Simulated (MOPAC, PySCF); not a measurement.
Potential energy curve for HCl (cation, charge +1), doublet.

Computed with: PM3, unrestricted, heats of formation (MOPAC); NEVPT2 = SC-NEVPT2 on CASSCF(7,5)/cc-pVTZ, all electrons correlated (PySCF); UHF/cc-pVTZ (PySCF); UCCSD(T) = CCSD(T) on UHF/cc-pVTZ, 5 core orbitals frozen in PySCF.

Energies relative to the lowest point of each curve near equilibrium, in kcal/mol:

```json
[
 {"R / Å": "1.05", "PM3": "21.0", "NEVPT2": "37.2", "UHF": "35.4"},
 {"R / Å": "1.26", "PM3": "0.0", "NEVPT2": "1.0", "UHF": "0.6"},
 {"R / Å": "1.29", "PM3": "0.3", "NEVPT2": "0.2", "UHF": "0.0"},
 {"R / Å": "1.36", "PM3": "2.6", "NEVPT2": "0.5", "UHF": "0.8"},
 {"R / Å": "1.40", "PM3": "4.5", "NEVPT2": "1.8", "UHF": "2.4"},
 {"R / Å": "1.47", "PM3": "9.0", "NEVPT2": "5.4", "UHF": "6.7"},
 {"R / Å": "1.53", "PM3": "13.7", "NEVPT2": "9.4", "UHF": "11.3"},
 {"R / Å": "1.65", "PM3": "25.4", "NEVPT2": "18.9", "UHF": "21.9"},
 {"R / Å": "1.80", "PM3": "43.4", "NEVPT2": "31.6", "UHF": "35.8"},
 {"R / Å": "2.00", "PM3": "66.8", "NEVPT2": "47.9", "UHF": "51.2"},
 {"R / Å": "2.16", "PM3": "79.0", "NEVPT2": "59.5", "UHF": "59.9"},
 {"R / Å": "2.64", "PM3": "95.0", "NEVPT2": "85.7", "UHF": "74.4"}
]
```

### Question
Estimate the UCCSD(T) values at these points.

### Answer
1.05: 37.0; 1.26: 1.1; 1.29: 0.2; 1.36: 0.5; 1.40: 1.8; 1.47: 5.3; 1.53: 9.3; 1.65: 18.8; 1.80: 31.5; 2.00: 48.0; 2.16: 59.9; 2.64: 86.6 (kcal/mol).

The scan ran from 1.00 to 5.29 Å; beyond the distances shown one of the unrestricted levels run for this scan, shown here or not, changes its spin distribution in one step. The unrestricted determinant behind UHF, UCCSD(T) is spin-contaminated at 2.00 to 2.64 Å (<S²> up to 1.6, against 0.75 for a pure doublet).
